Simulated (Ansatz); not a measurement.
Steps of a relaxation of AsP, SMILES `P#[As]` with RKS PBE0-D4/def2-TZVP.

```sh
$ ansatz run in.yaml --threads 2 --pin off --events-out ev --progress --plain --max-ram 32768MiB --backend cpu
```

```yaml
crystal:
  periodic: [false, false, false]
  atoms:
    - {symbol: P, position_ang: [0.861470, -0.284850, 0.442190]}
    - {symbol: As, position_ang: [-0.861470, 0.284850, -0.442190]}
basis:
  gaussian: {orbitals: def2-TZVP}
hamiltonian: {xc: pbe0, dispersion: d4}
relax: {f_tol: 0.005, max_steps: 150}
```

Positions (Å) and forces (eV/Å) along the path, 5 of 5 steps:

```xyz
2
step=1 energy=-70119.1187 eV
P     0.861   -0.285    0.442   -0.843    0.279   -0.433
As   -0.861    0.285   -0.442    0.843   -0.279    0.433
2
step=2 energy=-70119.1265 eV
P     0.839   -0.277    0.431    0.645   -0.213    0.331
As   -0.839    0.277   -0.431   -0.645    0.213   -0.331
2
step=3 energy=-70119.1343 eV
P     0.848   -0.280    0.435    0.019   -0.006    0.010
As   -0.848    0.280   -0.435   -0.019    0.006   -0.010
2
step=4 energy=-70119.1343 eV rejected
P     0.849   -0.281    0.436   -0.020    0.007   -0.011
As   -0.849    0.281   -0.436    0.020   -0.007    0.011
2
step=5 energy=-70119.1343 eV
P     0.848   -0.280    0.435    0.000    0.000    0.000
As   -0.848    0.280   -0.435    0.000    0.000    0.000
```

Hardware: 2 threads of an AMD EPYC 7R13 on a shared host. Wall time 4.4 s, peak host memory 0.18 GiB.
